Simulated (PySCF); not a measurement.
I₄Sn (SMILES [I][Sn]([I])([I])[I]), singlet, geometry from GFN2-xTB (such geometries of metal compounds can be far from the true shape) (core potentials on I, Sn). Base run: PySCF with DF-R2SCAN/def2-SVP.

PySCF was given this input:
```python
from pyscf import gto, scf, dft

mol = gto.M(
    atom='''
I    -1.651702   -0.644434   -2.090480
Sn    0.000000   -0.000000   -0.000000
I     0.584527    2.676556   -0.088889
I     2.319478   -1.448511   -0.188047
I    -1.252303   -0.583610    2.367416
''',
    basis='def2-svp',
    ecp={'I': 'def2-svp', 'Sn': 'def2-svp'},
    charge=0,
    spin=0,
    verbose=4,
)

mf = dft.RKS(mol)
mf.xc = 'r2scan'
mf = mf.density_fit(auxbasis='def2-universal-jkfit')
mf.kernel()
```

Each row names what was changed in the base input (with any setting that the change needs).

```tsv
change	basis functions	E (Eh)	HOMO (eV)	HOMO-LUMO gap (eV)	core-seconds (rough)
base	130	-1405.83187	-7.10	2.26	60
basis = LANL2DZ	40	-49.10569	-7.42	2.29	7
basis = def2-SV(P)	130	-1405.83187	-7.10	2.26	50
basis = def2-SVPD	[?]	[?]	[?]	[?]	80
basis = def2-TZVPP	250	-1405.87890	-7.11	2.35	100
basis = def2-TZVP	250	-1405.87890	-7.11	2.35	100
```

Q: Fill in the missing entries.

A: 
- basis = def2-SVPD, basis functions: 172
- basis = def2-SVPD, E (Eh): -1405.83637
- basis = def2-SVPD, HOMO (eV): -7.12
- basis = def2-SVPD, HOMO-LUMO gap (eV): 2.24

Totals compare only among sets that treat the same electrons; sets with core potentials leave the core out.
